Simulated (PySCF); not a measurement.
## Calculated data, FH2Si

All values are calculated (PySCF 2.14.0). Calculation on a computer-drawn molecule: vertical ionisation energy to the stated ion spin, frozen-core CCSD(T) at the basis limit and cheaper methods, single-reference cases, UHF for radicals, no spin-orbit; all values are single points at the evaluated structure, the first of each entry, which is the reference or a displaced copy of it and isn't optimised; the reference structure only sets the zero of the energies above reference; triples share is (T) over the correlation energy.

Common to all runs: charge 1; multiplicity 1; ion multiplicity 2; diffuse functions no; basis cc-pV(n+d)Z; reference is the Hartree-Fock double-zeta minimum; best is HF at quadruple zeta + MP2 correlation extrapolated from triple and quadruple zeta + CCSD(T) minus MP2 at triple zeta; basis step is the size of the change from the same recipe one zeta lower.

```yaml
- entry: 1
  formula: FH2Si
  evaluated_structure:
    atoms_angstrom:
      - [F, -0.4284, 0.9652, 0.6611]
      - [Si, 0.8137, 0.9958, 1.3503]
      - [H, 1.1548, -0.2626, 2.04]
      - [H, 1.4974, 2.3057, 1.5138]
  reference_structure:
    atoms_angstrom:
      - [F, -0.467, 1.0251, 0.6251]
      - [Si, 0.8621, 0.9942, 1.4253]
      - [H, 1.2307, -0.2919, 1.993]
      - [H, 1.5801, 2.255, 1.5114]
  given:
    drawn_bonds_atom: [1, 2, 2]
    drawn_bonds_other_atom: [2, 3, 4]
    drawn_bonds_order: [1, 1, 1]
  results:
    "ionisation_energy_best [eV]": 20.92
    "ionisation_energy_basis_step [eV]": 0.01334
    "energy_above_reference_best [kcal/mol]": 9.65
    "energy_above_reference_basis_step [kcal/mol]": 0.8458
    triple_zeta_method: [HF, PBE, r2SCAN, B3LYP, wB97X, MP2, CCSD, "CCSD(T)"]
    "triple_zeta_ionisation_energy [eV]": [20.19, 20.27, 20.4, 20.59, 20.74, 20.81, 20.85, 20.81]
    "triple_zeta_energy_above_reference [kcal/mol]": [6.689, 11.48, 9.736, 10.15, 9.69, 10.39, 9.386, 9.921]
    "ionisation_energy_Koopmans_at_triple_zeta [eV]": 21.08
    "ionisation_energy_EOM_CCSD_at_triple_zeta [eV]": 20.88
    "total_energy_HF_triple_zeta [hartree]": -389.3121
    "total_energy_CCSD(T)_triple_zeta [hartree]": -389.6818
    "total_energy_best [hartree]": -389.7484
    T1_diagnostic_at_triple_zeta: 0.01209
    D1_diagnostic_at_triple_zeta: 0.03069
    ion_T1_diagnostic_at_triple_zeta: 0.0289
    ion_D1_diagnostic_at_triple_zeta: 0.09602
    ion_spin_squared_at_triple_zeta: 0.817
    triples_share_at_triple_zeta: 0.02522
    basis_functions_triple_zeta: 97
- entry: 2
  formula: FH2Si
  evaluated_structure:
    atoms_angstrom:
      - [F, -0.4325, 1.0332, 0.5827]
      - [Si, 0.8759, 0.9445, 1.2943]
      - [H, 1.1627, -0.2314, 1.9333]
      - [H, 1.699, 2.3617, 1.4856]
  reference_structure:
    atoms_angstrom:
      - [F, -0.467, 1.0251, 0.6251]
      - [Si, 0.8621, 0.9942, 1.4253]
      - [H, 1.2307, -0.2919, 1.993]
      - [H, 1.5801, 2.255, 1.5114]
  given:
    drawn_bonds_atom: [1, 2, 2]
    drawn_bonds_other_atom: [2, 3, 4]
    drawn_bonds_order: [1, 1, 1]
  results:
    ion_T1_diagnostic_at_triple_zeta: null
    ion_spin_squared_at_triple_zeta: null
    ion_D1_diagnostic_at_triple_zeta: null
```

Q: Estimate the ion T1 diagnostic at triple zeta of FH2Si (entry 2).
A: 0.03068

Q: Estimate the ion spin squared at triple zeta of FH2Si (entry 2).
A: 0.7843

Q: What ion D1 diagnostic at triple zeta does the calculation give for FH2Si (entry 2)?
A: 0.117

Q: Give the table of triple zeta values for FH2Si (entry 2).
A: 
Triple zeta:
```csv
method,ionisation energy (eV),energy above reference (kcal/mol)
HF,19.87,9.869
PBE,20.06,10.38
r2SCAN,20.17,10.16
B3LYP,20.39,10.36
wB97X,20.51,10.47
MP2,20.48,11.03
CCSD,20.61,10.25
CCSD(T),20.56,10.4
```

Further results for FH2Si (entry 2):

```
ionisation energy best                    : 20.68 eV
ionisation energy basis step              : 0.02696 eV
energy above reference best               : 10.32 kcal/mol
energy above reference basis step         : 0.3963 kcal/mol
ionisation energy Koopmans at triple zeta : 20.79 eV
ionisation energy EOM CCSD at triple zeta : 20.65 eV
total energy HF triple zeta               : -389.3071 hartree
total energy CCSD(T) triple zeta          : -389.6810 hartree
total energy best                         : -389.7473 hartree
T1 diagnostic at triple zeta              : 0.01346
D1 diagnostic at triple zeta              : 0.03479
triples share at triple zeta              : 0.02656
basis functions triple zeta               : 97
```
